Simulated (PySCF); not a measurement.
**Bonding in `Cc1c[nH+]c(F)[nH]1`**

C4H6FN2 (charge +1).
Atom-mapped SMILES: `[CH3:1][c:2]1[cH:3][nH+:4][c:5]([F:6])[nH:7]1` (hydrogens: H8, H9, H10 on C1; H11 on C3; H12 on N4; H13 on N7)

Geometry (GFN2-xTB, Å), atoms numbered from 1 in this order:
```xyz
13
C4H6FN2 angstrom
C     -1.9281   -0.1464   -0.0672
C     -0.4673    0.0395   -0.0015
C      0.2951    1.1430    0.2422
N      1.6166    0.7649    0.1880
C      1.6555   -0.5305   -0.0809
F      2.7372   -1.2339   -0.2069
N      0.4201   -1.0028   -0.2024
H     -2.2574   -0.8729    0.6745
H     -2.4342    0.7956    0.1186
H     -2.2250   -0.5156   -1.0479
H     -0.0013    2.1516    0.4459
H      2.4169    1.3708    0.3286
H      0.1674   -1.9626   -0.4087
```

Bond orders from the PBE0/pcSseg-1 density (PySCF). Isolated species at its GFN2-xTB geometry, gas phase.

(1) How far do the computed orders between heavy atoms stray from the drawn ones?

(2) Give the Mayer order of every bond between heavy atoms, beside its length.

Results:

(1) The largest departure is 0.474, at N7–C2 (drawn aromatic, 1.026), counting aromatic bonds as 1.5. Drawn single, order above 1.12: C5–F6 (1.124). The bonds drawn aromatic range from 1.03 to 1.64. The SMILES, with its formal charges, is one Lewis structure only.

(2) 
```
 bond  drawn as  length (Å)  Mayer order
C1–C2    single       1.474        1.071
C2–C3  aromatic       1.363        1.638
C3–N4  aromatic       1.376        1.066
N4–C5  aromatic       1.324        1.321
C5–F6    single       1.296        1.124
C5–N7  aromatic       1.328        1.306
N7–C2  aromatic       1.384        1.026
```

By pair of heavy elements: C–C: lowest C1–C2 (1.071, 1.474 Å), highest C2–C3 (1.638, 1.363 Å). C–N: lowest N7–C2 (1.026, 1.384 Å), highest N4–C5 (1.321, 1.324 Å).

Question: And the bonds to hydrogen?

Answer: C–H: 0.92 to 0.97 (4 bonds); H–N: 0.90 to 0.91 (2 bonds).

Question: Sum the orders of all bonds at each heavy atom with more than one neighbour and set the sums beside the valence in the SMILES.

Answer: C1 3.857 (drawn 4), C2 3.735 (drawn 4), C3 3.679 (drawn 4), N4 3.285 (drawn 4), C5 3.751 (drawn 4), N7 3.237 (drawn 3). Orders between atoms that aren't bonded are not in these sums.

For a closed shell the Mayer order of atoms A and B is Σ (PS)μν (PS)νμ over the basis functions μ on A and ν on B, with P the density and S the overlap matrix.
